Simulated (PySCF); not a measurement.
## Shieldings and the share of exact exchange

Molecule: `NC(=O)[SiH2]C=O`, C$_{2}$H$_{5}$NO$_{2}$Si.

Atoms are numbered as in `[NH2:1][C:2](=[O:3])[SiH2:4][CH:5]=[O:6]` (H(Xn): hydrogen on atom n).

GIAO shieldings (ppm, equivalent atoms averaged) in PySCF 2.14.0 with density-fitted response routines on the PBE0-D3(BJ)/def2-SVP geometry, basis pcSseg-2, gas phase, non-relativistic:

| functional | exact exchange (%) | σ(N1) | σ(C5) |
| --- | --- | --- | --- |
| BLYP | 0 | 110.4 | -85.9 |
| BP86 | 0 | 112.6 | -81.7 |
| PBE | 0 | 113.0 | -83.2 |
| PBE0 | 25 | 119.2 | -77.5 |
| mPW1PW91 | 25 | 118.5 | -77.6 |
| BHandHLYP | 50 | 123.7 | -74.9 |
| HF | 100 | 138.7 | -59.8 |

(1) Fit each shielding as a line in the percentage of exact exchange.

(2) What does the line predict for B3LYP (20 %), and what does the run give?

Results:

(1) σ(N1) = 111.9 + 0.26 x (rms 1.0 ppm); σ(C5) = -83.8 + 0.23 x (rms 1.6 ppm). The functionals also differ in their semilocal parts, which the line can't hold; Hartree–Fock has no correlation at all.

(2) σ(N1): 117.1 predicted, 115.4 computed; σ(C5): -79.2 predicted, -81.9 computed ppm.
